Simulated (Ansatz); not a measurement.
CH5NSeSi can be A, `[SiH3]/N=C\[SeH]`, or B, `N=C([SiH3])[SeH]`.

Computed with Ansatz on PBE0-D4/def2-TZVP structures; ΔE is electronic, products minus reactants. CCSD(T)/CBS adds triple-zeta CCSD(T) − MP2 to the extrapolated MP2 energy (def2 sets, frozen cores). DFT in def2-TZVPP. B3LYP here is the variant with VWN-RPA as its local correlation; programs differ in this. For Se outer-core shells are correlated without core-valence functions, which leaves a few kJ/mol of doubt a bond. Scalar relativity is left out up to krypton. Each species was taken in one conformer, which may not be the lowest.

Question: Which is lower in electronic energy at CCSD(T)/CBS, and by how much? (An estimate is asked.)

Answer: Computed: A, by 47.3 kJ/mol.

Question: Give E(B) − E(A) in kJ/mol with ωB97M-V, CCSD/def2-TZVPP, B3LYP, B2PLYP, B3LYP-D4, HF/def2-TZVPP, r2SCAN-D4. (Best estimate.)

Answer: Ansatz gave: ωB97M-V 47.2, CCSD/def2-TZVPP 48.2, B3LYP 54.5, B2PLYP 53.8, B3LYP-D4 53.2, HF/def2-TZVPP 58.8, r2SCAN-D4 52.8. None reverses the order clearly.

Largest T1 diagnostic: 0.013.

In def2-TZVPP, CCSD(T) changes the Hartree–Fock value by −11.6 kJ/mol (the triples alone add −0.9 kJ/mol) and MP2 by −7.6 kJ/mol.
